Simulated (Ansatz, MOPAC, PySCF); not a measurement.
Noncovalent pair: HF (SMILES F) (first 2 atoms) with N2 (SMILES N#N); geometry from B3LYP-D3(BJ)/def2-TZVP, rigid monomers moved along the line of their centres of mass till H2···N4 is 1.83 Å.
(charge 0, multiplicity 1):
| atom | x (Å) | y (Å) | z (Å) |
|---|---|---|---|
| F | -0.3906 | -0.2074 | -0.6506 |
| H | -0.2831 | -0.1725 | 0.2706 |
| N | 0.0558 | -0.0648 | 3.1672 |
| N | -0.0708 | -0.1047 | 2.0856 |

Counterpoise-corrected where a basis set is named; no monomer relaxation. Rows marked so take none.

Rows in 6-31G* carry no dispersion term and start afresh at each structure (6-31G* with six Cartesian d functions). The state that PM6 reach isn't checked.

Run with Ansatz (Gaussian orbitals); MOPAC for PM6 (differences of heats of formation); PySCF for 6-31G* rows. Each number belongs to the level named beside it.

Q: One of these levels gives -0.53 kcal/mol for the interaction energy. Which one is it?
(A) B3LYP/6-31G*
(B) PM6
(C) HF/6-31G* (no counterpoise)
(D) PBE/def2-TZVPPD

A: A, B3LYP/6-31G*. The others give 2.26 (PM6), 0.42 (HF/6-31G* (no counterpoise)), -2.12 (PBE/def2-TZVPPD)

Ansatz is a first-principles code.
